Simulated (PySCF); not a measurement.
# Computed properties of Al(Cl)(Me)(NHMe) (C2H7AlClN), SMILES C[NH][Al]([CH3])[Cl]

Al(Cl)(Me)(NHMe) (C2H7AlClN), SMILES C[NH][Al]([CH3])[Cl]. Geometry: B3LYP-D3(BJ)/def2-SVP. The structure was generated by enumeration; whether it is a known compound was not checked. One conformer was computed; it need not be the lowest. All values are computed for the isolated molecule unless a solvent is named; none is compared with measurement here.

**Structure.** The optimised structure has Cs symmetry. All 30 harmonic modes at B3LYP-D3(BJ)/def2-SVP (PySCF) are real, so it is a minimum. With heavy atoms numbered as in [Al:1]([Cl:2])([CH3:3])[NH:7][CH3:8], the shortest bond between them is N7–C8 at 1.452 Å and the longest Al1–Cl2 at 2.122 Å.

**Vibrations.** The strongest infrared lines (harmonic, unscaled, degenerate partners summed) lie at 559 cm⁻¹ (119 km/mol, H 86 %, N 13 %), 1151 cm⁻¹ (118 km/mol, N 46 %, C 35 %, H 17 %), 711 cm⁻¹ (117 km/mol, H 55 %, Al 21 %, C 21 %). The softest mode is at 60 cm⁻¹ and the zero-point energy is 57.3 kcal/mol.

**Electronic structure.** r2SCAN/def2-TZVP (PySCF) places the frontier levels at -5.84 and -0.38 eV, a gap of 5.46 eV, and gives a dipole moment of 2.24 D and a mean polarisability of 70.2 bohr³. PBE/def2-TZVP (PySCF) at the same geometry gives -5.59 and -0.80 eV, so its gap is 0.67 eV narrower. An orbital gap is neither the optical nor the fundamental gap.

**Excitations.** TDDFT-CAM-B3LYP/def2-SVPD (PySCF) has S1 at 5.66 eV (219 nm, f = 0.016, weak); the most intense of the 8 singlets computed lies at 7.26 eV (f = 0.19). T1 (TDA) is at 5.33 eV. TDDFT-PBE/def2-SVPD (PySCF) puts S1 at 4.67 eV. No vertical singlet excitation falls in the visible range (under 3.1 eV).

**NMR.** GIAO shifts at PBE0/pcSseg-1 (PySCF) (non-relativistic, atoms alike by connectivity averaged): ¹³C from -14.5 to 34.5 ppm against TMS; ¹H from 0.1 to 3.0 ppm against TMS. Without spin–orbit terms, shifts of atoms bonded to Cl or Br come out too high.
